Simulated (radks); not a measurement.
Species: Ca+. Configuration: [Ar] 4s1. Calculated with a radial shooting solver on a logarithmic mesh with Libxc functionals: Dirac Kohn-Sham, HCTH/407, spin-unpolarised, spherical densities, point nucleus.

Normalised radial functions P(r) = r R(r) (large component), r in bohr:

r          2p3/2    3p1/2   3d3/2
0.003308  0.0027   0.0012  0.0000
0.003759  0.0035   0.0015  0.0000
0.004307  0.0045   0.0019  0.0000
0.004934  0.0059   0.0024  0.0000
0.005653  0.0077   0.0030  0.0000
0.006477  0.0100   0.0039  0.0000
0.007361  0.0127   0.0049  0.0000
0.008434  0.0165   0.0063  0.0000
0.009662  0.0214   0.0080  0.0000
0.01107   0.0277   0.0103  0.0000
0.01268   0.0358   0.0132  0.0001
0.01453   0.0461   0.0168  0.0001
0.01651   0.0584   0.0211  0.0001
0.01892   0.0748   0.0269  0.0002
0.02168   0.0955   0.0341  0.0003
0.02483   0.1214   0.0432  0.0005
0.02845   0.1538   0.0544  0.0007
0.03234   0.1912   0.0673  0.0010
0.03705   0.2397   0.0840  0.0014
0.04245   0.2986   0.1041  0.0020
0.04863   0.3693   0.1281  0.0029
0.05572   0.4532   0.1564  0.0042
0.06332   0.5448   0.1871  0.0059
0.07255   0.6560   0.2239  0.0084
0.08312   0.7809   0.2646  0.0119
0.09523   0.9177   0.3081  0.0167
0.1091    1.0630   0.3528  0.0232
0.124     1.2029   0.3936  0.0313
0.1421    1.3479   0.4324  0.0428
0.1628    1.4803   0.4619  0.0578
0.1865    1.5893   0.4768  0.0770
0.2136    1.6637   0.4714  0.1014
0.2448    1.6929   0.4396  0.1317
0.2782    1.6722   0.3813  0.1660
0.3187    1.5953   0.2861  0.2091
0.3651    1.4636   0.1564  0.2589
0.4183    1.2851  -0.0042  0.3146
0.4793    1.0741  -0.1878  0.3750
0.5447    0.8630  -0.3706  0.4344
0.6241    0.6455  -0.5611  0.4985
0.715     0.4520  -0.7312  0.5606
0.8191    0.2942  -0.8638  0.6166
0.9385    0.1760  -0.9430  0.6611
1.067     0.0994  -0.9606  0.6881
1.222     0.0488  -0.9194  0.6983
1.4       0.0212  -0.8261  0.6891
1.604     0.0081  -0.6961  0.6607
1.838     0.0026  -0.5485  0.6153
2.089     0.0008  -0.4120  0.5615
2.393     0.0002  -0.2841  0.4977
2.741     0.0000  -0.1815  0.4291
3.141     0.0000  -0.1065  0.3583
3.598     0.0000  -0.0568  0.2878
4.123     0.0000  -0.0270  0.2200
4.686     0.0000  -0.0120  0.1636
5.368     0.0000  -0.0044  0.1143
6.15      0.0000  -0.0014  0.0745
7.046     0.0000  -0.0004  0.0432
8.073     0.0000  -0.0001  0.0219
9.175     0.0000  0.0000  0.0102
10.51     0.0000  0.0000  0.0040
12.04     0.0000  0.0000  0.0013

2p3/2: eigenvalue -342.73 eV, 0 radial nodes, <r> = 0.328 bohr, 90 % of the charge inside 0.540 bohr. 3p1/2: eigenvalue -35.752 eV, 1 radial node at r = 0.417 bohr, <r> = 1.25 bohr, 90 % of the charge inside 1.93 bohr. 3d3/2 (empty): eigenvalue -8.589 eV, 0 radial nodes, <r> = 1.92 bohr, 90 % of the charge inside 3.37 bohr.
